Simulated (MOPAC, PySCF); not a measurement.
C2H6OSi, SMILES `C=C(O)[SiH3]` (Si–C–O–H torsion 0°), neutral singlet in the gas phase. 

Cartesian coordinates (Å):
SMILES: C=C(O)[SiH3]
```xyz
10

C     -0.9770    -1.0069     0.8126
C     -0.5491     0.0536     0.1282
O     -1.4466     1.0618    -0.1562
Si     1.2283     0.2117    -0.4546
H     -2.0058    -1.0866     1.1437
H     -0.3010    -1.8138     1.0522
H     -1.0229     1.7686    -0.6527
H      1.8328     1.4408     0.1170
H      1.2575     0.3541    -1.9316
H      1.9920    -0.9812    -0.0362
```
Charge 0, spin multiplicity 1.

All levels are single points at this geometry (B3LYP-D3(BJ)/def2-TZVP); Pople sets use spherical d functions. Orbital energies aren't observables, and empty levels follow the basis.

```csv
level,HOMO (eV),LUMO (eV),gap (eV),dipole (D),"vertical IE, Delta-SCF (eV)"
B3LYP-D3(BJ)/def2-TZVP in PySCF,-6.70,-0.24,6.46,1.23,9.12
B3LYP/3-21G in PySCF,-6.11,0.51,6.62,1.47,–
B3LYP/6-31G* in PySCF,-6.29,0.31,6.60,1.26,8.85
PBE/6-31G* in PySCF,-5.30,-0.47,4.83,1.19,8.74
HF/3-21G in PySCF,-9.32,4.19,13.51,1.68,–
HF/6-31G* in PySCF,-9.34,3.83,13.17,1.45,7.93
PM3 in MOPAC,-9.28,0.23,9.51,1.73,–
PM6 in MOPAC,-9.53,0.03,9.56,1.89,–
PM7 in MOPAC,-9.71,0.89,10.61,1.91,–
```
